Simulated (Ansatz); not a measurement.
```yaml
crystal:
  periodic: [false, false, false]
  atoms:
    - {symbol: Br, position_ang: [-1.738357, 0.329756, -0.923845]}
    - {symbol: Sn, position_ang: [0.368620, 0.951207, 0.308165]}
    - {symbol: Br, position_ang: [1.358938, -1.345764, 0.602381]}
basis:
  gaussian: {orbitals: def2-TZVP}
hamiltonian: {xc: {name: wB97X}}
accuracy: high
multiplicity: 3
output: {forces: true}
```

```sh
$ ansatz run in.yaml --threads 4 --pin off --events-out ev --progress --plain --max-ram 10444MiB
```

Output, abridged:

```
Error: YAML parse error: error: line 11 column 1: unknown field `multiplicity`, expected one of crystal, accuracy, basis, kpoints, hamiltonian, magnetization, projection, total_charge, correlation, batch, efield, external_charges, scf, relax, neb, saddle, md, ramp, phonons, dielectric, real_time, elastic, magnetic_configurations, gw, evaluate, workflow, output, checkpoint, execution
 9 | hamiltonian: {xc: {name: wB97X}}
10 | accuracy: high
11 | multiplicity: 3
12 | output: {forces: true}
```

What is wrong with this run?

The input holds a key that doesn't belong there. The program refused the input.
